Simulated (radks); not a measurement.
Initial-state core-level shifts of the tantalum ion Ta3+ when its valence configuration changes from [Xe] 4f14 5d2. All-electron calculation, Dirac Kohn-Sham, PBEsol, spin-unpolarised, spherical densities, point nucleus; open shells fill j = l - 1/2 first. Program: a radial shooting solver on a logarithmic mesh with Libxc functionals. Shifts are changes of the shell-averaged eigenvalues in eV (positive: less bound).

4f12 5d2 6p2: 3p -33.578; 3d -33.370; 4d -30.170; 5p -15.827
4f11 5d2 6p3: 3p -52.601; 3d -52.283; 4d -46.822; 5p -24.272
4f13 5d2 6s1: 3p -15.080; 3d -14.978; 4d -13.588; 5p -6.842
4f13 5d1 6s2: 3p -19.016; 3d -18.940; 4d -17.502; 5p -10.185
4f14 5d1.5 6s0.5: 3p -1.784; 3d -1.794; 4d -1.789; 5p -1.587
4f14 5d1 6p1: 3p -4.715; 3d -4.737; 4d -4.729; 5p -4.243
4f13 5d1 6p2: 3p -21.149; 3d -21.074; 4d -19.638; 5p -12.180
4f14 6p2: 3p -9.538; 3d -9.586; 4d -9.558; 5p -8.479
4f12 5d2 6s2: 3p -31.472; 3d -31.263; 4d -28.063; 5p -13.852
